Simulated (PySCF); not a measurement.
**Dipole response of Mn+ (manganese, charge +1)**

[Ar] 3d6, high-spin 5D determinant (an excited configuration). Calculation: PySCF 2.14, in aug-cc-pwCVTZ-DK; the spin-free X2C one-electron Hamiltonian (Gaussian nucleus). Coupled (time-dependent) response in atomic units; α is the mean over directions.

| method | mean α (bohr³) | α xx, yy, zz | C₆ (like pair) | S(−4) |
| --- | --- | --- | --- | --- |
| M06-L | 12.66 | 13.81, 13.81, 10.35 | 47.87 | 197.2 |

S(−4) is the Cauchy moment in α(ω) = α(0) + S(−4) ω² + …

α(iu) at M06-L:

```
u (hartree)  α(iu) (bohr³)
          0          12.66
     0.0500          12.20
      0.100          11.11
      0.200          8.715
      0.300          6.966
      0.500          4.938
      0.750          3.586
       1.00          2.768
       1.50          1.830
       2.00          1.319
       3.00         0.7889
       5.00         0.3783
```

A single London oscillator, α(iu) = α/(1 + u²/ω²), gives C₆ = (3/4) ω α². Matching the computed C₆ needs ω = 4 × 47.87 / (3 × 12.66²) = 0.398 hartree.

For an ion, C₆ is the dispersion term alone; charge-induced terms of lower order in 1/R come first.

The components differ because the open shell of this determinant is not spherical; for a pure term their mean is the scalar polarisability.
